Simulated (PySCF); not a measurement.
CH₅Br₂NSi.

```xyz
10

C      1.4270    -1.7999     0.0000
Si    -0.0664    -0.6999     0.0000
N     -1.5773    -1.5104     0.0000
Br     0.0361     0.5747     1.8347
Br     0.0361     0.5747    -1.8347
H      1.4141    -2.4413    -0.8945
H      1.4141    -2.4413     0.8945
H      2.3519    -1.2056     0.0000
H     -2.1475    -1.4838    -0.8381
H     -2.1475    -1.4838     0.8381
```
Charge 0, spin multiplicity 1.

The structure is a stationary point at PBE0-D3(BJ)/def2-SVP. A frequency run showed that this geometry is not a minimum. The structure was generated by enumeration, and PubChem lists no compound with its InChIKey, so it may never have been made. The values are those of a single conformer.

Level of theory: PBE/pcSseg-1 (PySCF). Non-relativistic, no solvent.

Computed absolute GIAO shielding of each atom: isotropic value and principal components (ppm):
```json
[
 {"atom": "C1", "σ(iso)": "162.6", "σ11": "149.5", "σ22": "155.7", "σ33": "182.8", "span": "33.3"},
 {"atom": "Si2", "σ(iso)": "291.8", "σ11": "274.6", "σ22": "280.7", "σ33": "320.0", "span": "45.3"},
 {"atom": "N3", "σ(iso)": "207.8", "σ11": "164.4", "σ22": "207.6", "σ33": "251.5", "span": "87.1"},
 {"atom": "Br4", "σ(iso)": "2356.0", "σ11": "2085.7", "σ22": "2183.9", "σ33": "2798.4", "span": "712.7"},
 {"atom": "Br5", "σ(iso)": "2356.0", "σ11": "2085.7", "σ22": "2183.9", "σ33": "2798.4", "span": "712.7"},
 {"atom": "H6", "σ(iso)": "30.3", "σ11": "26.1", "σ22": "28.3", "σ33": "36.6", "span": "10.5"},
 {"atom": "H7", "σ(iso)": "30.3", "σ11": "26.1", "σ22": "28.3", "σ33": "36.6", "span": "10.5"},
 {"atom": "H8", "σ(iso)": "30.2", "σ11": "26.8", "σ22": "28.6", "σ33": "35.2", "span": "8.4"},
 {"atom": "H9", "σ(iso)": "29.9", "σ11": "22.7", "σ22": "27.5", "σ33": "39.5", "span": "16.9"},
 {"atom": "H10", "σ(iso)": "29.9", "σ11": "22.7", "σ22": "27.5", "σ33": "39.5", "span": "16.9"}
]
```
